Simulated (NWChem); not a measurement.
All runs are NWChem calculations. System: C2H5O, charge 0, spin multiplicity 2, at a geometry optimised with UB3LYP/def2-SVP. The structure started from a generated list of species. Its SCF solution wasn't tested for a lower state. Level: UMP2/def2-TZVP, 3 core orbitals frozen.

The NWChem input:

```
start mol
memory heap 200 mb stack 900 mb global 1100 mb
geometry units angstroms nocenter noautoz noautosym
  C     -1.209730    -0.174384     0.214963
  C      0.209679     0.209370     0.425072
  O      1.047621    -0.086091    -0.616572
  H     -1.789517    -0.035993     1.140465
  H     -1.702540     0.423289    -0.582089
  H     -1.289065    -1.232440    -0.089820
  H      0.466642     1.086364     1.035634
  H      1.933816     0.237593    -0.411828
end
basis spherical
  * library def2-tzvp
end
scf
  uhf
  nopen 1
  maxiter 100
  thresh 1e-7
  semidirect memsize 60000000 filesize 0
  # guess.movecs holds the orbitals of an unrestricted PBE0 run
  vectors input guess.movecs output mol.movecs
end
mp2
  freeze core 3
end
task mp2 energy
```

Output (cleaned and shortened):

```
             Northwest Computational Chemistry Package (NWChem) 7.3.0
             --------------------------------------------------------

                                NWChem Input Module
                                -------------------

 Scaling coordinates for geometry "geometry" by  1.889725989
 (inverse scale =  0.529177249)

                             Geometry "geometry" -> ""
                             -------------------------

 Output coordinates in angstroms (scale by  1.889725989 to convert to a.u.)

  No.       Tag          Charge          X              Y              Z
 ---- ---------------- ---------- -------------- -------------- --------------
    1 C                    6.0000    -1.20973000    -0.17438400     0.21496300
    2 C                    6.0000     0.20967900     0.20937000     0.42507200
    3 O                    8.0000     1.04762100    -0.08609100    -0.61657200
    4 H                    1.0000    -1.78951700    -0.03599300     1.14046500
    5 H                    1.0000    -1.70254000     0.42328900    -0.58208900
    6 H                    1.0000    -1.28906500    -1.23244000    -0.08982000
    7 H                    1.0000     0.46664200     1.08636400     1.03563400
    8 H                    1.0000     1.93381600     0.23759300    -0.41182800

 Effective nuclear repulsion energy (a.u.)      74.8058401271

            Nuclear Dipole moment (a.u.)
            ----------------------------
        X                 Y               Z
 ---------------- ---------------- ----------------
    -0.0000037795     0.0000018897    -0.0000075589


 Summary of "ao basis" -> "" (spherical)
 ------------------------------------------------------------------------------
       Tag                 Description            Shells   Functions and Types
 ---------------- ------------------------------  ------  ---------------------
 *                         def2-tzvp                  on all atoms

 Summary of "ao basis" -> "ao basis" (spherical)
 ------------------------------------------------------------------------------
       Tag                 Description            Shells   Functions and Types
 ---------------- ------------------------------  ------  ---------------------
 C                         def2-tzvp                11       31   5s3p2d1f
 O                         def2-tzvp                11       31   5s3p2d1f
 H                         def2-tzvp                 4        6   3s1p

                                 NWChem SCF Module
                                 -----------------

  ao basis        = "ao basis"
  functions       =   123
  atoms           =     8
  alpha electrons =    13
  beta  electrons =    12
  charge          =   0.00
  wavefunction    = UHF
  use symmetry    = F
  symmetry adapt  = F

 Summary of "ao basis" -> "ao basis" (spherical)
 ------------------------------------------------------------------------------
       Tag                 Description            Shells   Functions and Types
 ---------------- ------------------------------  ------  ---------------------
 C                         def2-tzvp                11       31   5s3p2d1f
 O                         def2-tzvp                11       31   5s3p2d1f
 H                         def2-tzvp                 4        6   3s1p

 Forming initial guess at       0.1s

 Starting SCF solution at       0.1s

 ----------------------------------------------
         Quadratically convergent UHF

 Convergence threshold     :          1.000E-07
[...]
    1 C    6     3.21   0.43  0.56  0.24  0.35  0.03  0.64  0.74  0.19  0.01  0.02  0.00
    2 C    6     2.46   0.43  0.56  0.22  0.28  0.05  0.41  0.37  0.06  0.02  0.05  0.01
    3 O    8     4.23   0.40  0.59  0.28  0.48  0.15  0.90  1.01  0.41  0.00  0.01  0.00
    4 H    1     0.45   0.13  0.25  0.06  0.01
    5 H    1     0.41   0.12  0.23  0.05  0.01
    6 H    1     0.43   0.13  0.24  0.06  0.01
    7 H    1     0.49   0.14  0.27  0.07  0.01
    8 H    1     0.33   0.12  0.17  0.02  0.02

   Mulliken analysis of the spin density
   -------------------------------------

    Atom       Charge   Shell Charges
 -----------   ------   -------------------------------------------------------
    1 C    6    -0.14  -0.00  0.00 -0.01 -0.02 -0.01 -0.03 -0.06 -0.03  0.00  0.02  0.00
    2 C    6     1.06   0.00 -0.00  0.05  0.07  0.04  0.36  0.42  0.12 -0.00  0.00 -0.00
    3 O    8     0.04   0.00 -0.00  0.01  0.00 -0.01  0.06  0.03 -0.05  0.00  0.00  0.00
    4 H    1     0.01   0.00  0.00  0.00 -0.00
    5 H    1     0.07   0.02  0.04  0.02 -0.00
    6 H    1     0.02   0.01  0.01  0.00 -0.00
    7 H    1    -0.07  -0.01 -0.04 -0.02  0.00
    8 H    1    -0.01  -0.00 -0.00 -0.00  0.00

       Multipole analysis of the density wrt the origin
       ------------------------------------------------

     L   x y z        total         alpha         beta         nuclear
     -   - - -        -----         -----         ----         -------
     0   0 0 0      0.000000    -13.000000    -12.000000     25.000000

     1   1 0 0      0.235890     -0.106793      0.342686     -0.000004
     1   0 1 0      0.403235      0.154710      0.248524      0.000002
     1   0 0 1      0.357123     -0.254575      0.611706     -0.000008

     2   2 0 0    -11.326711    -59.306134    -57.526426    105.505849
     2   1 1 0      1.271963     -4.016499     -4.376500      9.664962
     2   1 0 1      0.190679     13.002426     13.757609    -26.569356
     2   0 2 0    -14.466331    -14.024543    -12.729040     12.287251
     2   0 1 1      0.225952     -2.472764     -2.958575      5.657290
     2   0 0 2    -15.595841    -22.076459    -19.560854     26.041471

                   NWChem MP2 Semi-direct Energy/Gradient Module
                   ---------------------------------------------

  Basis functions       =    123
  Molecular orbitals    =    123
  Frozen core           =      3
  Frozen virtuals       =      0
  Active alpha occupied =     10
  Active beta occupied  =      9
  Active alpha virtual  =    110
  Active beta virtual   =    111
  Use MO symmetry       = F
  Use skeleton AO sym   = F

  AO/Fock/Back tols     =   1.0D-09  1.0D-09  1.0D-09

 GA uses MA = F    GA memory limited = T

 Available:
  local mem=  1.26D+08
 global mem=  1.44D+08
 local disk=  0.00D+00
  mp2_memr nvloc                   110
  nvloc new                   110
   1 passes of  10:        5242880                      85841                  28311555.
   1 passes of  10: M    126151805           G      144148942           F     120908925.

 Semi-direct pass number   1 of   1  for UHF alpha       at       11.0s
  vrange nnbf                  7563
  mp2_eaftype                   108  avail_ma_in_mb                  1099
 EAF : mp2_eaftype filesize         108   14155778.
  mp2_eaf for mointskh                    108
Node 0 wrote     66.6 Mb in      0.0 s     Agg I/O rate:  2302.3 Mb/s
 Done moints_semi at       14.8s
  mp2_eaftype                   108  avail_ma_in_mb                   991
 EAF : mp2_eaftype filesize         108   14155778.
  mp2_eaf for kh                   108
 Done maket at       15.0s
 Done multipass loop at       15.0s

 GA uses MA = F    GA memory limited = T

 Available:
  local mem=  1.26D+08
 global mem=  1.44D+08
 local disk=  0.00D+00
  mp2_memr nvloc                   111
  nvloc new                   111
   1 passes of   9:        5242880                      80793                  25714421.
   1 passes of   9: M    126151805           G      144148942           F     120908925.

 Semi-direct pass number   1 of   1  for UHF beta        at       15.0s
  vrange nnbf                  7563
  mp2_eaftype                    98  avail_ma_in_mb                  1099
 EAF : mp2_eaftype filesize          98   12857210.
  mp2_eaf for mointskh                     98
Node 0 wrote     60.4 Mb in      0.0 s     Agg I/O rate:  2331.4 Mb/s
 Done moints_semi at       18.8s
  mp2_eaftype                    98  avail_ma_in_mb                  1001
 EAF : mp2_eaftype filesize          98   12857210.
  mp2_eaf for kh                    98
 Done maket at       19.0s
 Done multipass loop at       19.0s

          -------------------------------------------
          SCF energy                -153.520943623428
          Correlation energy          -0.550059928999
          Singlet pairs                0.000000000000
          Triplet pairs                0.000000000000
          Total MP2 energy          -154.071003552427
          -------------------------------------------

          ---------------------------------------------------
                    Spin Component Scaled (SCS) MP2
          Same spin pairs                     -0.131355513691
          Same spin scaling factor             0.333333333333
          Opposite spin pairs                 -0.418704415308
          Opposite spin scaling fact.          1.200000000000
          SCS-MP2 correlation energy          -0.546230469600
          Total SCS-MP2 energy              -154.067174093028
          ---------------------------------------------------

 -----------------------
 Performance information
 -----------------------

 Timer overhead =  1.22D-07 seconds/call

               Nr. of calls         CPU time (s)                 Wall time (s)                GFlops
             ---------------    -------------------     ------------------------------   -------------------
Name         Min   Avg   Max    Min     Avg     Max     Min     Avg     Max   Mx/calls   Min     Max     Sum
mp2: moin     2     2     2    7.5     7.5     7.5      7.5     7.5     7.5     3.7      0.0     0.0     0.0
mp2: make     2     2     2   0.44    0.44    0.44     0.44    0.44    0.44    0.22      0.0     0.0     0.0
mp2: tota     1     1     1    8.0     8.0     8.0      8.0     8.0     8.0     8.0      0.0     0.0     0.0

 The average no. of pstat calls per process was 5.00D+00
 with a timing overhead of 6.08D-07s

 Task  times  cpu:       18.9s     wall:       18.9s

 Total times  cpu:       19.0s     wall:       19.0s
```
